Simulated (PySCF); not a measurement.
ZnI₂, SMILES [I][Zn][I].

Coordinates come from a PBE0-D3(BJ)/def2-SVP optimisation. The isomer is the one that the SMILES or the coordinates give; other isomers of the formula were not compared. The def2 effective core potentials stand for the cores of I; spin–orbit coupling is left out.

All values below come from PBE0-D3(BJ)/def2-SVP in PySCF 2.14.0.

Frequencies are harmonic and unscaled.

Modes within 1.5 cm⁻¹ of each other (mostly degenerate sets) share a row, with their intensities summed.

```
mode  ν (cm⁻¹)  IR (km/mol)  moving atoms (share of kinetic energy)
----  --------  -----------  --------------------------------------
1–2         65          9.6                         Zn 80 %, I 20 %
3          156          0.0                                 I 100 %
4          340         59.0                         Zn 80 %, I 20 %
```
